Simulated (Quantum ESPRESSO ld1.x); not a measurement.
Q: The mean radii <r> (bohr) of the occupied orbitals of an atom or ion are listed with their occupations. All-electron calculation, scalar-relativistic Kohn-Sham, LDA (Slater exchange, Perdew-Wang correlation), spin-polarised, spherical densities, point nucleus. Program: ld1.x of Quantum ESPRESSO 7.5.

| orbital | occ. | <r> |
|---|---|---|
| 1s up | 1 | 0.06656 |
| 1s down | 1 | 0.06655 |
| 2s up | 1 | 0.3089 |
| 2s down | 1 | 0.3082 |
| 2p up | 3 | 0.2742 |
| 2p down | 3 | 0.2735 |
| 3s up | 1 | 0.9187 |
| 3s down | 1 | 0.9267 |
| 3p up | 3 | 0.9610 |
| 3p down | 1 | 0.9742 |
| 3d up | 3 | 1.062 |
| 4f up | 2 | 4.600 |

Name the element and its charge. Open shells, if any, are filled with parallel spins first.

A: Z = 23, vanadium, charge +2: V2+ in [Ne] 3s2 3p4 3d3 4f2. The 1s radius gives Z: for a bare nucleus <r> = (2 gamma + 1)/(2Z) with gamma = sqrt(1 - (Z/c)^2), 0.0646 bohr for Z = 23, and screening makes it slightly larger (0.06656 here). The occupations add up to 21, and the charge is Z minus that.
